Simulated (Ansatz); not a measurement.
Ansatz (a first-principles code) job for Al(H)(F)(Me) (CH4AlF), SMILES [F][AlH][CH3], PBE-D3(BJ)/def2-TZVP. 

Ansatz 0.2 input:
```yaml
crystal:
  periodic: [false, false, false]
  atoms:
    - {symbol: Al, position_ang: [-0.19088816, -0.41907506, 0.11238518]}
    - {symbol: H, position_ang: [-0.92705977, -1.72868599, 0.38180483]}
    - {symbol: F, position_ang: [1.25930726, -0.37760828, 0.89959675]}
    - {symbol: C, position_ang: [-0.83716942, 1.07120903, -1.02601878]}
    - {symbol: H, position_ang: [-1.73283407, 1.55264719, -0.62362650]}
    - {symbol: H, position_ang: [-1.09788314, 0.74549400, -2.03641853]}
    - {symbol: H, position_ang: [-0.07142583, 1.84974095, -1.12302521]}
basis:
  gaussian:
    orbitals: def2-TZVP
hamiltonian:
  xc: pbe
  dispersion: d3bj
relax: {f_tol: 0.002, max_steps: 200}
```

It prints:

```
WARN ansatz: RAYON_NUM_THREADS=1 ignored (pool sized by the plan → 1); use --threads N
Functional definition: PBE
integrals: 0.04 GiB planned
771 factors; their error is unknown
mean field: 0.30 GiB planned
mean field evaluation 1: about -10400.3448 eV, gradient 7.5e1 eV
mean field evaluation 2: about -10374.8742 eV, gradient 1.3e2 eV
mean field evaluation 4: about -10411.5609 eV, gradient 1.3e1 eV
mean field evaluation 8: about -10411.9009 eV, gradient 2.4e-1 eV
mean field evaluation 16: about -10411.8873 eV, gradient 1.3e-4 eV
mean field -10411.88732800 eV, -382.6298018733 hartree, gradient 9.5e-6 eV, S^2 0.000000; 0 other end points of the search recorded, 0 dependent functions left out
the calculation of the forces begins
reference -10411.88736913 eV, -382.6298033847 hartree; 16, 16 occupied and 107, 107 virtual orbitals, 771 factors
relax step   1: F+E_penalty+E_count = -10411.97300480 eV  Δ(F+E_penalty+E_count) = +0.000e0 eV  max|allowed force component| = 8.389e-1 eV/Å  Δτ_max = 0.0000 Å  (27 SCF iters, accepted)
these checks for a lower state are left out or cut short: starts, cluster_reference, orbital_swaps, neighbouring_geometries, increment
integrals: 0.04 GiB planned
771 factors; their error is unknown
mean field: 0.30 GiB planned
mean field -10411.94482547 eV, -382.6319148664 hartree, gradient 1.0e-5 eV, S^2 0.000000; 0 other end points of the search recorded, 0 dependent functions left out
the calculation of the forces begins
reference -10411.94486641 eV, -382.6319163710 hartree; 16, 16 occupied and 107, 107 virtual orbitals, 771 factors
relax step   2: F+E_penalty+E_count = -10412.03083562 eV  Δ(F+E_penalty+E_count) = -5.783e-2 eV  max|allowed force component| = 3.102e-1 eV/Å  Δτ_max = 0.0683 Å  (30 SCF iters, accepted)
these checks for a lower state are left out or cut short: starts, cluster_reference, orbital_swaps, neighbouring_geometries, increment
integrals: 0.04 GiB planned
771 factors; their error is unknown
mean field: 0.30 GiB planned
mean field evaluation 32: about -10411.9511 eV, gradient 1.3e-5 eV
mean field -10411.95113391 eV, -382.6321466971 hartree, gradient 1.3e-5 eV, S^2 0.000000; 0 other end points of the search recorded, 0 dependent functions left out
the calculation of the forces begins
reference -10411.95117474 eV, -382.6321481975 hartree; 16, 16 occupied and 107, 107 virtual orbitals, 771 factors
relax step   3: F+E_penalty+E_count = -10412.03728787 eV  Δ(F+E_penalty+E_count) = -6.452e-3 eV  max|allowed force component| = 8.560e-2 eV/Å  Δτ_max = 0.0290 Å  (30 SCF iters, accepted)
these checks for a lower state are left out or cut short: starts, cluster_reference, orbital_swaps, neighbouring_geometries, increment
integrals: 0.04 GiB planned
771 factors; their error is unknown
mean field: 0.30 GiB planned
mean field -10411.95134411 eV, -382.6321544219 hartree, gradient 1.4e-5 eV, S^2 0.000000; 0 other end points of the search recorded, 0 dependent functions left out
the calculation of the forces begins
reference -10411.95138493 eV, -382.6321559221 hartree; 16, 16 occupied and 107, 107 virtual orbitals, 771 factors
relax step   4: F+E_penalty+E_count = -10412.03746866 eV  Δ(F+E_penalty+E_count) = -1.808e-4 eV  max|allowed force component| = 9.706e-3 eV/Å  Δτ_max = 0.0035 Å  (32 SCF iters, accepted)
these checks for a lower state are left out or cut short: starts, cluster_reference, orbital_swaps, neighbouring_geometries, increment
integrals: 0.04 GiB planned
771 factors; their error is unknown
mean field: 0.30 GiB planned
mean field -10411.95135262 eV, -382.6321547348 hartree, gradient 2.1e-5 eV, S^2 0.000000; 0 other end points of the search recorded, 0 dependent functions left out
the calculation of the forces begins
reference -10411.95139344 eV, -382.6321562349 hartree; 16, 16 occupied and 107, 107 virtual orbitals, 771 factors
relax step   5: F+E_penalty+E_count = -10412.03747388 eV  Δ(F+E_penalty+E_count) = -5.219e-6 eV  max|allowed force component| = 2.950e-3 eV/Å  Δτ_max = 0.0010 Å  (21 SCF iters, accepted)
these checks for a lower state are left out or cut short: starts, cluster_reference, orbital_swaps, neighbouring_geometries, increment
integrals: 0.04 GiB planned
771 factors; their error is unknown
mean field: 0.30 GiB planned
mean field -10411.95135607 eV, -382.6321548613 hartree, gradient 1.1e-5 eV, S^2 0.000000; 0 other end points of the search recorded, 0 dependent functions left out
the calculation of the forces begins
reference -10411.95139689 eV, -382.6321563617 hartree; 16, 16 occupied and 107, 107 virtual orbitals, 771 factors
relax step   6: F+E_penalty+E_count = -10412.03747649 eV  Δ(F+E_penalty+E_count) = -2.606e-6 eV  max|allowed force component| = 8.473e-4 eV/Å  Δτ_max = 0.0022 Å  (21 SCF iters, accepted)
integrals: 0.04 GiB planned
771 factors; their error is unknown
mean field: 0.30 GiB planned
mean field evaluation 64: about -10411.9514 eV, gradient 4.0e-2 eV
mean field -10411.95135607 eV, -382.6321548613 hartree, gradient 1.3e-5 eV, S^2 0.000000; 1 other end points of the search recorded, 0 dependent functions left out
the calculation of the forces begins
reference -10411.95139689 eV, -382.6321563617 hartree; 16, 16 occupied and 107, 107 virtual orbitals, 771 factors
Total energy: -10412.03751731 eV, -382.6353212288 hartree
Atom 0 at    -0.204237    -0.411982     0.098861 Å, force     0.000040     0.000434    -0.000847 eV/Å
Atom 1 at    -1.002720    -1.761346     0.362254 Å, force    -0.000088    -0.000047     0.000329 eV/Å
Atom 2 at     1.277134    -0.294263     0.867014 Å, force    -0.000137    -0.000033    -0.000164 eV/Å
Atom 3 at    -0.811588     1.067591    -1.014430 Å, force    -0.000026    -0.000577     0.000811 eV/Å
Atom 4 at    -1.721681     1.522207    -0.590355 Å, force    -0.000035     0.000161    -0.000226 eV/Å
Atom 5 at    -1.080894     0.714641    -2.022665 Å, force     0.000370    -0.000027     0.000067 eV/Å
Atom 6 at    -0.053968     1.856873    -1.115981 Å, force    -0.000123     0.000089     0.000030 eV/Å
Dipole moment:    -0.287687     0.117109    -0.222268 e Å
```

The calculation finished and met its thresholds.
